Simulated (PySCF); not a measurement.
Gas-phase reaction: TiO2 + 4 F ⇌ TiF4 + O2

Computed with PySCF (xtb for GFN2) and rigid-rotor harmonic-oscillator thermochemistry at 1 bar. † marks an energy on the PBE0/def2-TZVP geometry and frequencies; other levels use their own. MP2 and CCSD(T) freeze the core. 6-31G* has spherical d functions here. Open shells (unrestricted): F (multiplicity 2, electronic degeneracy 6), O2 (multiplicity 3); the rest are closed-shell singlets. GFN2 has no spin-polarisation term. Spin-orbit splitting is ignored; it lowers the true energy and changes the entropy of F. B3LYP is the form with VWN-RPA correlation. MP2 isn't extrapolated to the basis-set limit; its ΔH°(298 K) is -1527.0 kJ in def2-SVP and -1543.5 kJ in def2-TZVPP. CCSD(T) isn't extrapolated to the basis-set limit; its ΔH°(298 K) is -1515.4 kJ in def2-SVP and -1549.6 kJ in def2-TZVPP. The harmonic model lacks anharmonicity and excited electronic states, which grow with temperature; levels with a mode under 35 cm⁻¹ are left out. Warning, large T1 diagnostic: TiF4, TiO2 (CCSD(T)/def2-TZVPP†).

```csv
level,"ΔE electronic, kJ","ΔH°(298 K), kJ","ΔS°(298 K), J/K","ΔG°(1000 K), kJ"
B3LYP/6-31G*,-1675,-1663,-390,-1269
B3LYP/def2-TZVP†,-1615,-1603,-389,-1211
CCSD(T)/def2-TZVPP†,-1561,-1550,-389,-1157
GFN2-xTB,-1832,-1821,-388,-1430
HF/6-31G*,-1290,-1276,-393,-878
HF/def2-TZVP†,-1282,-1270,-389,-877
MP2/def2-TZVPP†,-1555,-1544,-389,-1151
PBE/def2-SVP,-1747,-1736,-388,-1345
```
ΔH° is lowest at GFN2-xTB and highest at HF/def2-TZVP†. No reference value is set beside these.
